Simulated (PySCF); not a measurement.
Excitations are Tamm–Dancoff values on a coarser integration grid. The basis has no diffuse functions, so Rydberg states are missing or too high.

Cartesian coordinates (Å):
SMILES: S=c1c2c1CS2
```xyz
8

S      3.0290    -0.3692     0.5321
C      1.5658    -0.0625    -0.0312
C      0.2568    -0.3814    -0.4036
C      0.5900     0.9445    -0.5177
S     -0.9994     1.5668    -0.0421
C     -1.1770    -0.3110     0.0481
H     -1.3539    -0.6733     1.0587
H     -1.9112    -0.7139    -0.6442
```
Charge 0, multiplicity 1.

Task: Estimate the S1–T1 gap (TDA), HOMO–LUMO gap, HOMO, S1 excitation (TDA) and T1 excitation (TDA) that TPSSh-D3(BJ)/def2-TZVP // B3LYP-D3(BJ)/def2-TZVP run with PySCF 2.14.0 returns for this input.

Result: 
- S1–T1 gap (TDA) = 0.47 eV
- HOMO–LUMO gap = 3.35 eV
- HOMO = -6.11 eV
- S1 excitation (TDA) = 2.86 eV
- T1 excitation (TDA) = 2.39 eV
